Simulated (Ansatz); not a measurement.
One change: `F[SiH](F)[SiH](F)F` becomes `F[SiH](F)[Si](F)(F)F`.

Ansatz, PBE0-D4/def2-TZVP geometries, multiplicity 1. Each molecule was computed in one conformer, which needn't be the lowest.

| property | `F[SiH](F)[SiH](F)F` |
| --- | --- |
| size of the dipole moment (B3LYP/def2-TZVPP) / D | 1.87 |
| HOMO energy (B3LYP/def2-TZVPP) / eV | -8.65 |
| size of the dipole moment (PBE/def2-TZVPP) / D | 1.69 |
| LUMO energy (PBE/def2-TZVPP) / eV | -1.93 |
| HOMO–LUMO gap (B3LYP/def2-TZVPP) / eV | 7.38 |
| HOMO–LUMO gap (PBE0/def2-TZVPP) / eV | 7.75 |

Task: What does the change do to each property? (An estimate is asked.)

Result: The calculation gave: 
```json
{"property": "size of the dipole moment (B3LYP/def2-TZVPP) / D", "`F[SiH](F)[Si](F)(F)F`": "1.41", "shift": "-0.46"}
{"property": "HOMO energy (B3LYP/def2-TZVPP) / eV", "`F[SiH](F)[Si](F)(F)F`": "-9.33", "shift": "-0.68"}
{"property": "size of the dipole moment (PBE/def2-TZVPP) / D", "`F[SiH](F)[Si](F)(F)F`": "1.29", "shift": "-0.40"}
{"property": "LUMO energy (PBE/def2-TZVPP) / eV", "`F[SiH](F)[Si](F)(F)F`": "-1.88", "shift": "0.05"}
{"property": "HOMO–LUMO gap (B3LYP/def2-TZVPP) / eV", "`F[SiH](F)[Si](F)(F)F`": "8.11", "shift": "0.73"}
{"property": "HOMO–LUMO gap (PBE0/def2-TZVPP) / eV", "`F[SiH](F)[Si](F)(F)F`": "8.50", "shift": "0.75"}
```

With PBE0 the HOMO falls by 0.69 eV and the LUMO rises by 0.06 eV, so the gap widens by about 0.75 eV. PBE moves the HOMO by -0.61 eV and ωB97M-V by -0.72 eV. Dipoles are sizes alone; their direction can turn.

Positive LUMOs are unbound, so they and the gaps depend on the basis.

B3LYP here is the variant with VWN-RPA as its local correlation; programs differ in this.
